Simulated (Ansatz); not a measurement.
Molecular dynamics of BClFH$_{2}$N

The input (input.yaml):

```yaml
crystal:
  periodic: [false, false, false]
  atoms:
    - { symbol: B, position_ang: [-0.075035, 0.037856, -0.01251] }
    - { symbol: Cl, position_ang: [-0.005668, -0.433165, 1.70419] }
    - { symbol: F, position_ang: [1.057122, 0.434543, -0.61123] }
    - { symbol: "N", position_ang: [-1.280779, -0.003623, -0.723617] }
    - { symbol: H, position_ang: [-2.160744, -0.298609, -0.305332] }
    - { symbol: H, position_ang: [-1.336696, 0.262999, -1.7065] }
basis:
  gaussian: { orbitals: def2-SVP }
hamiltonian:
  xc: pbe
md:
  timestep: 0.5
  n_steps: 166
  ensemble: nve
  temperature: 1500.0
  initial_velocities: maxwell_boltzmann
  seed: 96110
```

Launched with:

```bash
$ ansatz run input.yaml --threads 1 --pin off --max-ram 2048MiB --backend cpu --events-out ev --progress --plain --runs-dir out
```

It starts from a relaxed structure.

Output, in part (one step line in 3, the closing report, with atoms numbered from 0):

```
md step     0: t =     0.00 fs  T =  1500.0 K  F+E_penalty+E_count = -17424.30483495 eV  E_kin = 0.775560 eV  conserved = -17423.52927496 eV  (26 SCF iters)
md step     3: t =     1.50 fs  T =  1206.4 K  F+E_penalty+E_count = -17424.14963527 eV  E_kin = 0.623782 eV  conserved = -17423.52585372 eV  (28 SCF iters)
md step     6: t =     3.00 fs  T =   912.3 K  F+E_penalty+E_count = -17423.99611453 eV  E_kin = 0.471670 eV  conserved = -17423.52444425 eV  (28 SCF iters)
md step     9: t =     4.50 fs  T =   999.5 K  F+E_penalty+E_count = -17424.04315027 eV  E_kin = 0.516781 eV  conserved = -17423.52636951 eV  (27 SCF iters)
md step    12: t =     6.00 fs  T =   988.2 K  F+E_penalty+E_count = -17424.03992063 eV  E_kin = 0.510965 eV  conserved = -17423.52895605 eV  (27 SCF iters)
md step    15: t =     7.50 fs  T =   543.1 K  F+E_penalty+E_count = -17423.80387273 eV  E_kin = 0.280791 eV  conserved = -17423.52308144 eV  (28 SCF iters)
md step    18: t =     9.00 fs  T =   642.9 K  F+E_penalty+E_count = -17423.86008342 eV  E_kin = 0.332425 eV  conserved = -17423.52765800 eV  (26 SCF iters)
md step    21: t =    10.50 fs  T =   611.9 K  F+E_penalty+E_count = -17423.84348164 eV  E_kin = 0.316364 eV  conserved = -17423.52711761 eV  (28 SCF iters)
md step    24: t =    12.00 fs  T =   323.7 K  F+E_penalty+E_count = -17423.69199546 eV  E_kin = 0.167379 eV  conserved = -17423.52461696 eV  (30 SCF iters)
md step    27: t =    13.50 fs  T =   350.2 K  F+E_penalty+E_count = -17423.70593823 eV  E_kin = 0.181085 eV  conserved = -17423.52485300 eV  (28 SCF iters)
md step    30: t =    15.00 fs  T =   621.9 K  F+E_penalty+E_count = -17423.84942302 eV  E_kin = 0.321558 eV  conserved = -17423.52786505 eV  (28 SCF iters)
md step    33: t =    16.50 fs  T =   500.7 K  F+E_penalty+E_count = -17423.78581492 eV  E_kin = 0.258885 eV  conserved = -17423.52692996 eV  (27 SCF iters)
md step    36: t =    18.00 fs  T =   371.2 K  F+E_penalty+E_count = -17423.71581391 eV  E_kin = 0.191948 eV  conserved = -17423.52386625 eV  (27 SCF iters)
md step    39: t =    19.50 fs  T =   711.5 K  F+E_penalty+E_count = -17423.89623081 eV  E_kin = 0.367869 eV  conserved = -17423.52836141 eV  (27 SCF iters)
md step    42: t =    21.00 fs  T =   682.8 K  F+E_penalty+E_count = -17423.87879544 eV  E_kin = 0.353010 eV  conserved = -17423.52578528 eV  (27 SCF iters)
md step    45: t =    22.50 fs  T =   673.8 K  F+E_penalty+E_count = -17423.87302913 eV  E_kin = 0.348376 eV  conserved = -17423.52465288 eV  (28 SCF iters)
md step    48: t =    24.00 fs  T =   983.7 K  F+E_penalty+E_count = -17424.03486828 eV  E_kin = 0.508616 eV  conserved = -17423.52625243 eV  (27 SCF iters)
md step    51: t =    25.50 fs  T =  1207.3 K  F+E_penalty+E_count = -17424.15303706 eV  E_kin = 0.624235 eV  conserved = -17423.52880239 eV  (27 SCF iters)
md step    54: t =    27.00 fs  T =   977.8 K  F+E_penalty+E_count = -17424.02978275 eV  E_kin = 0.505541 eV  conserved = -17423.52424159 eV  (28 SCF iters)
md step    57: t =    28.50 fs  T =  1024.5 K  F+E_penalty+E_count = -17424.05742763 eV  E_kin = 0.529698 eV  conserved = -17423.52772959 eV  (26 SCF iters)
md step    60: t =    30.00 fs  T =   877.6 K  F+E_penalty+E_count = -17423.98039793 eV  E_kin = 0.453750 eV  conserved = -17423.52664779 eV  (28 SCF iters)
md step    63: t =    31.50 fs  T =   601.3 K  F+E_penalty+E_count = -17423.83543971 eV  E_kin = 0.310880 eV  conserved = -17423.52455930 eV  (28 SCF iters)
md step    66: t =    33.00 fs  T =   700.9 K  F+E_penalty+E_count = -17423.88739909 eV  E_kin = 0.362380 eV  conserved = -17423.52501869 eV  (28 SCF iters)
md step    69: t =    34.50 fs  T =  1036.8 K  F+E_penalty+E_count = -17424.06432208 eV  E_kin = 0.536083 eV  conserved = -17423.52823873 eV  (27 SCF iters)
md step    72: t =    36.00 fs  T =   967.7 K  F+E_penalty+E_count = -17424.02638383 eV  E_kin = 0.500353 eV  conserved = -17423.52603084 eV  (28 SCF iters)
md step    75: t =    37.50 fs  T =   950.9 K  F+E_penalty+E_count = -17424.01751625 eV  E_kin = 0.491637 eV  conserved = -17423.52587909 eV  (28 SCF iters)
md step    78: t =    39.00 fs  T =  1002.5 K  F+E_penalty+E_count = -17424.04643669 eV  E_kin = 0.518354 eV  conserved = -17423.52808319 eV  (28 SCF iters)
md step    81: t =    40.50 fs  T =   634.7 K  F+E_penalty+E_count = -17423.85339367 eV  E_kin = 0.328171 eV  conserved = -17423.52522247 eV  (27 SCF iters)
md step    84: t =    42.00 fs  T =   420.5 K  F+E_penalty+E_count = -17423.74188745 eV  E_kin = 0.217401 eV  conserved = -17423.52448596 eV  (28 SCF iters)
md step    87: t =    43.50 fs  T =   557.4 K  F+E_penalty+E_count = -17423.81470726 eV  E_kin = 0.288206 eV  conserved = -17423.52650089 eV  (28 SCF iters)
md step    90: t =    45.00 fs  T =   580.0 K  F+E_penalty+E_count = -17423.82747412 eV  E_kin = 0.299891 eV  conserved = -17423.52758303 eV  (27 SCF iters)
md step    93: t =    46.50 fs  T =   434.1 K  F+E_penalty+E_count = -17423.74835360 eV  E_kin = 0.224428 eV  conserved = -17423.52392534 eV  (28 SCF iters)
md step    96: t =    48.00 fs  T =   687.2 K  F+E_penalty+E_count = -17423.88311585 eV  E_kin = 0.355332 eV  conserved = -17423.52778410 eV  (26 SCF iters)
md step    99: t =    49.50 fs  T =   706.5 K  F+E_penalty+E_count = -17423.89169250 eV  E_kin = 0.365278 eV  conserved = -17423.52641428 eV  (27 SCF iters)
md step   102: t =    51.00 fs  T =   612.0 K  F+E_penalty+E_count = -17423.84146447 eV  E_kin = 0.316428 eV  conserved = -17423.52503695 eV  (28 SCF iters)
md step   105: t =    52.50 fs  T =   741.8 K  F+E_penalty+E_count = -17423.90912749 eV  E_kin = 0.383541 eV  conserved = -17423.52558691 eV  (28 SCF iters)
md step   108: t =    54.00 fs  T =   935.5 K  F+E_penalty+E_count = -17424.01163112 eV  E_kin = 0.483669 eV  conserved = -17423.52796188 eV  (27 SCF iters)
md step   111: t =    55.50 fs  T =   830.5 K  F+E_penalty+E_count = -17423.95395840 eV  E_kin = 0.429419 eV  conserved = -17423.52453937 eV  (27 SCF iters)
md step   114: t =    57.00 fs  T =  1012.2 K  F+E_penalty+E_count = -17424.05053755 eV  E_kin = 0.523327 eV  conserved = -17423.52721043 eV  (28 SCF iters)
md step   117: t =    58.50 fs  T =  1077.3 K  F+E_penalty+E_count = -17424.08424734 eV  E_kin = 0.557016 eV  conserved = -17423.52723168 eV  (27 SCF iters)
md step   120: t =    60.00 fs  T =   854.9 K  F+E_penalty+E_count = -17423.96740547 eV  E_kin = 0.442028 eV  conserved = -17423.52537787 eV  (28 SCF iters)
md step   123: t =    61.50 fs  T =   790.5 K  F+E_penalty+E_count = -17423.93382136 eV  E_kin = 0.408704 eV  conserved = -17423.52511722 eV  (28 SCF iters)
md step   126: t =    63.00 fs  T =   933.7 K  F+E_penalty+E_count = -17424.00994618 eV  E_kin = 0.482758 eV  conserved = -17423.52718803 eV  (28 SCF iters)
md step   129: t =    64.50 fs  T =   861.9 K  F+E_penalty+E_count = -17423.97199952 eV  E_kin = 0.445619 eV  conserved = -17423.52638008 eV  (28 SCF iters)
md step   132: t =    66.00 fs  T =   772.9 K  F+E_penalty+E_count = -17423.92516161 eV  E_kin = 0.399630 eV  conserved = -17423.52553164 eV  (28 SCF iters)
md step   135: t =    67.50 fs  T =   799.8 K  F+E_penalty+E_count = -17423.94077641 eV  E_kin = 0.413550 eV  conserved = -17423.52722655 eV  (27 SCF iters)
md step   138: t =    69.00 fs  T =   609.1 K  F+E_penalty+E_count = -17423.84083898 eV  E_kin = 0.314918 eV  conserved = -17423.52592100 eV  (28 SCF iters)
md step   141: t =    70.50 fs  T =   468.6 K  F+E_penalty+E_count = -17423.76720869 eV  E_kin = 0.242278 eV  conserved = -17423.52493093 eV  (29 SCF iters)
md step   144: t =    72.00 fs  T =   602.3 K  F+E_penalty+E_count = -17423.83723895 eV  E_kin = 0.311403 eV  conserved = -17423.52583596 eV  (30 SCF iters)
md step   147: t =    73.50 fs  T =   767.2 K  F+E_penalty+E_count = -17423.92464078 eV  E_kin = 0.396694 eV  conserved = -17423.52794664 eV  (27 SCF iters)
md step   150: t =    75.00 fs  T =   660.0 K  F+E_penalty+E_count = -17423.86587758 eV  E_kin = 0.341227 eV  conserved = -17423.52465082 eV  (29 SCF iters)
md step   153: t =    76.50 fs  T =   817.1 K  F+E_penalty+E_count = -17423.94965012 eV  E_kin = 0.422464 eV  conserved = -17423.52718583 eV  (28 SCF iters)
md step   156: t =    78.00 fs  T =   861.7 K  F+E_penalty+E_count = -17423.97246498 eV  E_kin = 0.445536 eV  conserved = -17423.52692868 eV  (27 SCF iters)
md step   159: t =    79.50 fs  T =   698.2 K  F+E_penalty+E_count = -17423.88641921 eV  E_kin = 0.360989 eV  conserved = -17423.52543025 eV  (29 SCF iters)
md step   162: t =    81.00 fs  T =   679.3 K  F+E_penalty+E_count = -17423.87629155 eV  E_kin = 0.351218 eV  conserved = -17423.52507384 eV  (28 SCF iters)
md step   165: t =    82.50 fs  T =   857.3 K  F+E_penalty+E_count = -17423.97047702 eV  E_kin = 0.443233 eV  conserved = -17423.52724435 eV  (27 SCF iters)
md step   166: t =    83.00 fs  T =   883.2 K  F+E_penalty+E_count = -17423.98423132 eV  E_kin = 0.456637 eV  conserved = -17423.52759449 eV  (26 SCF iters)
Total energy: -17423.98425837 eV, -640.3196110942 hartree
Atom 0 at    -0.056561     0.081921     0.009228 Å, force    -2.075177    -0.608335    -0.157114 eV/Å
Atom 1 at    -0.005292    -0.438441     1.703649 Å, force     0.161057     0.124617     0.162534 eV/Å
Atom 2 at     1.051381     0.416329    -0.623689 Å, force     0.643997     0.403796    -0.188484 eV/Å
Atom 3 at    -1.322891     0.043099    -0.713773 Å, force     3.349838     0.651354    -1.238963 eV/Å
Atom 4 at    -1.989624    -0.628602    -0.382700 Å, force    -0.778131    -0.496140    -0.043232 eV/Å
Atom 5 at    -1.025765     0.000018    -1.745202 Å, force    -1.301584    -0.075292     1.465259 eV/Å
Dipole moment:    -0.274396    -0.183333    -0.305985 e Å
```

The run went to its last step. The conserved energy stayed within 1.1 meV per atom of its start (net change 0.28 meV per atom), so the integration is sound. Over the second half the temperature averaged 0.49 of the 1500 K drawn at the start: a run that starts near a minimum puts about half its kinetic energy into the potential. A run of 0.083 ps of so small a system gives no equilibrium averages.

The same pairs are bonded in the first frame and the last. Pairs count as bonded within 1.25 times the sum of covalent radii (0.12 Å more for H–H).

Last frame:

```xyz
6
Properties=species:S:1:pos:R:3
B -0.057 0.082 0.009
Cl -0.005 -0.438 1.704
F 1.051 0.416 -0.624
N -1.323 0.043 -0.714
H -1.990 -0.629 -0.383
H -1.026 0.000 -1.745
```

The run took 3.4 min on 1 thread of Arm Neoverse V2 (shared host), peak memory 0.12 GiB.
